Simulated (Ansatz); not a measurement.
Cost and result up the ladder for GeMeF3 (CH3F3Ge) (8 atoms). Charge 0, multiplicity 1. Geometry: PBE0-D4/def2-SVP.

Cartesian coordinates in Å:
```
Ge -0.082 0.798 0.235
C 0.105 -1.024 -0.302
H -0.699 -1.621 0.150
H 1.079 -1.404 0.034
H 0.042 -1.089 -1.396
F 1.159 1.817 -0.376
F -0.049 1.011 1.940
F -1.556 1.512 -0.286
```

Ansatz on 4 threads of Arm Neoverse V1 on a shared host. Times are rough, and most runs start from the orbitals of an earlier one. ωB97M-V/def2-TZVP serves as the yardstick here, not as an exact answer. Differences are given only for rows in sets of like size (and for xTB, whose basis is part of the method), since another set adds its own error. Binding counts from free atoms at the same level (Ge triplet, C triplet, H doublet, F doublet; other spins of the atoms weren't run), without zero-point energy or a counterpoise term.

LC-ωPBE has ω = 0.4 bohr⁻¹. Correlated methods freeze 13 core orbitals; core or outer-core shells of Ge are correlated, in sets that lack core-valence functions.

Correlated methods converge slowly with the basis.

```json
{"level": "PBE-D4/def2-SVP", "functions": "103", "wall time": "0.8 s", "binding energy per atom (eV)": "4.03", "difference from ωB97M-V/def2-TZVP (eV)": "–"}
{"level": "PBE0-D4/def2-SVP", "functions": "103", "wall time": "1.2 s", "binding energy per atom (eV)": "3.91", "difference from ωB97M-V/def2-TZVP (eV)": "–"}
{"level": "PBE-D4/def2-TZVP", "functions": "190", "wall time": "1.6 s", "binding energy per atom (eV)": "4.01", "difference from ωB97M-V/def2-TZVP (eV)": "0.08"}
{"level": "BLYP-D4/def2-TZVP", "functions": "190", "wall time": "1.6 s", "binding energy per atom (eV)": "3.93", "difference from ωB97M-V/def2-TZVP (eV)": "-0.01"}
{"level": "HF/def2-TZVP", "functions": "190", "wall time": "2 s", "binding energy per atom (eV)": "2.88", "difference from ωB97M-V/def2-TZVP (eV)": "-1.06"}
{"level": "LC-ωPBE/def2-TZVP", "functions": "190", "wall time": "2.6 s", "binding energy per atom (eV)": "3.95", "difference from ωB97M-V/def2-TZVP (eV)": "0.02"}
{"level": "PBE-D4/def2-TZVPD", "functions": "238", "wall time": "2.7 s", "binding energy per atom (eV)": "4.01", "difference from ωB97M-V/def2-TZVP (eV)": "0.08"}
{"level": "BHLYP-D4/def2-TZVP", "functions": "190", "wall time": "2.8 s", "binding energy per atom (eV)": "3.77", "difference from ωB97M-V/def2-TZVP (eV)": "-0.17"}
{"level": "r2SCAN0-D4/def2-TZVP", "functions": "190", "wall time": "4.2 s", "binding energy per atom (eV)": "3.86", "difference from ωB97M-V/def2-TZVP (eV)": "-0.07"}
{"level": "r2SCANh-D4/def2-TZVP", "functions": "190", "wall time": "4.3 s", "binding energy per atom (eV)": "3.92", "difference from ωB97M-V/def2-TZVP (eV)": "-0.01"}
{"level": "PBE0-D4/def2-TZVP (with forces)", "functions": "190", "wall time": "4.3 s", "binding energy per atom (eV)": "3.91", "difference from ωB97M-V/def2-TZVP (eV)": "-0.02"}
{"level": "r2SCAN-D4/def2-TZVPD", "functions": "238", "wall time": "4.9 s", "binding energy per atom (eV)": "3.96", "difference from ωB97M-V/def2-TZVP (eV)": "0.03"}
{"level": "ωB97M-V/def2-TZVP", "functions": "190", "wall time": "7.5 s", "binding energy per atom (eV)": "3.93", "difference from ωB97M-V/def2-TZVP (eV)": "0.00"}
{"level": "CCSD(T)/def2-TZVP", "functions": "190", "wall time": "99 s", "binding energy per atom (eV)": "3.86", "difference from ωB97M-V/def2-TZVP (eV)": "-0.08"}
```
